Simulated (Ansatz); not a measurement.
Species: CH7AlN2, SMILES `[CH3][Al]([NH2])[NH2]` (charge 0, multiplicity 1), formula CH7AlN2.

How many basis functions does frozen-core CCSD(T)/cc-pVTZ // B3LYP-D3(BJ)/def2-TZVP in Ansatz (a program for electronic structure) use, how many core orbitals are frozen, and how many electrons are correlated?

222 basis functions and 8 frozen orbitals, which leaves 24 correlated electrons. Core time is of the order of minutes.
